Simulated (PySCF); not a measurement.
NMR data sheet: C₅H₁₄BP

| Quantity | Value |
| --- | --- |
| Formula | C5H14BP |
| SMILES | [BH3-][P+](C)(C)C1CC1 |
| Point group of the computed structure | C1 |
| Carbon signals | 3 |
| Proton signals | 5 |

Mapped SMILES: `[BH3-:1][P+:2]([CH3:3])([CH3:4])[CH:5]1[CH2:6][CH2:7]1` (H(Xn): hydrogen on atom n). Ha(C6), Ha(C7) are cis to P2 on the ring; Hb(C6), Hb(C7) are trans to P2 on the ring.

- shieldings: GIAO KT3/pcSseg-1
- geometry from PBE0-D3(BJ)/def2-SVP
- run in PySCF 2.14.0 with density-fitted response routines
- non-relativistic, equivalent nuclei averaged, no solvent model, one computed conformer

References, each an isolated molecule treated in the same way: 1H (31.32 ppm), 13C (182.31 ppm) against TMS; 31P (332.35 ppm) vs H3PO4; 11B (100.51 ppm) against BF3·OEt2.

| carbon | δC, type | δH (multiplicity) | HMBC from (2–3 bonds) | span of the C tensor (ppm) |
| --- | --- | --- | --- | --- |
| C3/C4 | 14.5, CH3 | 1.21 (m) | H(C3)/H(C4), H(B1), H(C5) | 28 |
| C5 | 9.1, CH | 0.34 (m) | H(C3)/H(C4), Ha(C6)/Ha(C7), Hb(C6)/Hb(C7), H(B1) | 76 |
| C6/C7 | 4.9, CH2 | Ha(C6) 0.96 (m); Hb(C6) 0.63 (m) | Ha(C6)/Ha(C7), Hb(C6)/Hb(C7), H(C5) | 56 |

Other nuclei:
```
atoms  nucleus                      environment  δ (ppm)  σ (ppm)
H(B1)       1H  hydrogen on a boron bonded to P     0.37    30.95
   P2      31P      phosphorus bonded to 3 C, B     -1.5    333.8
   B1      11B           boron bonded to P, 3 H    -49.7    150.2
```

δC 14.5: methyl carbon bonded to P. δC 9.1, 4.9: three-membered-ring carbon; carbons of three-membered rings are unusually shielded. δH 1.21: hydrogen on a methyl carbon bonded to P. δH 0.96, 0.63, 0.34: hydrogen on a three-membered-ring carbon; cyclopropane-type protons are shielded by the ring. δH 0.37: hydrogen on a boron bonded to P.

Hydrogens on boron are broadened and split by 11B (spin 3/2, 80 %) and 10B (spin 3). Splittings by 31P in the carbon and heteronuclear signals aren't shown, as no couplings were computed. Shifts are as computed, not scaled to solution data. Of 1211 compounds with measured shifts, 218 miss one by over three times the rms of a fit or turn the order of signals round; such compounds aren't used in these exercises. Experimental scales use liquid or dissolved standards, which lie at an offset from isolated H3PO4. No couplings were computed; multiplicities are counted from neighbouring protons, with m where these are inequivalent, close in shift, in a saturated or five-membered ring or joined by F or P, and br s for small geminal =CH2 splittings.
